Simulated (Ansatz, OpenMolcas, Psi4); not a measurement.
How basis sets differ on BF3 (boron trifluoride)

BF3 has 4 atoms, charge 0, and is taken as a singlet. SMILES: `FB(F)F`. The coordinates come from a PBE0-D4/def2-TZVP relaxation.

Quantity: the HOMO–LUMO gap, in eV. The values are calculated.

```csv
level,kind,program,value (eV),CPU time
HF/ANO-R0 (sfX2C),Hartree–Fock,OpenMolcas,20.99,3.6 s
HF/STO-3G,Hartree–Fock,Ansatz,22.31,0.08 s
HF/3-21G,Hartree–Fock,Ansatz,22.73,0.15 s
HF/ANO-RCC-VDZP (DKH2),Hartree–Fock,OpenMolcas,23.11,9.4 s
HF/cc-pVDZ-DK (DKH2),Hartree–Fock,OpenMolcas,22.73,1.6 s
HF/aug-cc-pVDZ,Hartree–Fock,Psi4,19.42,20 s
```

The values span 19.42 to 23.11 eV. A Hartree–Fock LUMO above zero doesn't converge with the basis: it sinks as sets grow more diffuse. Orbital gaps aren't excitation energies. Times are those of the runs behind each value, whatever else they computed, on shared processors of several kinds: orders of magnitude only.
